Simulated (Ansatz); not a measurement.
`C=CCCCCCCCCC[S][Ag]` with charge +1. The state is a doublet with charge 1. Geometry PBE-D4/def2-SVP, that of the neutral singlet; atoms count from 1.

```xyz
34

C    -2.044    1.678   -5.186
C    -2.233    0.706   -4.275
C    -2.788    0.913   -2.892
C    -1.772    0.674   -1.755
C    -1.243   -0.762   -1.658
C    -0.210   -0.984   -0.544
C    -0.753   -0.816    0.881
C     0.263   -1.131    1.988
C     1.446   -0.159    2.067
C     2.423   -0.481    3.203
C     3.583    0.507    3.302
S     4.869    0.102    4.551
Ag    3.634   -0.033    6.530
H    -1.622    1.466   -6.181
H    -2.311    2.728   -4.970
H    -1.951   -0.329   -4.544
H    -3.189    1.945   -2.810
H    -3.652    0.226   -2.739
H    -0.915    1.373   -1.885
H    -2.257    0.957   -0.796
H    -2.101   -1.458   -1.512
H    -0.782   -1.051   -2.627
H     0.644   -0.290   -0.709
H     0.212   -2.008   -0.642
H    -1.131    0.221    1.025
H    -1.639   -1.478    1.003
H     0.650   -2.166    1.850
H    -0.260   -1.135    2.970
H     1.058    0.879    2.193
H     2.000   -0.156    1.103
H     2.831   -1.508    3.078
H     1.880   -0.491    4.177
H     4.150    0.521    2.344
H     3.210    1.541    3.460
```

In the def2 sets Ag takes a core potential; there is no spin–orbit coupling.

Q: Estimate the Mulliken populations of the heavy atoms from the PBE0/def2-SVP orbitals of Ansatz.

A: 
```
atom  charge (e)  spin (α − β)  d electrons
  C1       -0.05          0.13            –
  C2       -0.11          0.07            –
  C3       -0.01          0.00            –
  C4       -0.10          0.01            –
  C5       -0.06          0.00            –
  C6       -0.08          0.00            –
  C7       -0.07          0.00            –
  C8       -0.05          0.00            –
  C9       -0.11          0.01            –
 C10       -0.07          0.02            –
 C11       -0.18         -0.04            –
 S12        0.06          0.78            –
Ag13        0.51         -0.01         9.92
```
Mulliken values depend strongly on the basis.

Q: Where does the spin sit?

A: Summed by element: C 0.20, S 0.78, Ag -0.01, H 0.02, of 1 unpaired in all. Largest on single atoms: S12 0.78, C1 0.13, C2 0.07.

Q: And the Mayer bond orders between heavy atoms (over 0.3)?

A: S12–Ag13 0.83 (2.34 Å); C1–C2 1.84 (1.35 Å); C2–C3 1.05 (1.50 Å); C3–C4 1.06 (1.54 Å); C4–C5 1.05 (1.53 Å); C5–C6 1.09 (1.54 Å); C6–C7 1.06 (1.53 Å); C7–C8 1.09 (1.53 Å); C8–C9 1.06 (1.53 Å); C9–C10 1.06 (1.53 Å); C10–C11 1.00 (1.53 Å); C11–S12 1.01 (1.84 Å).
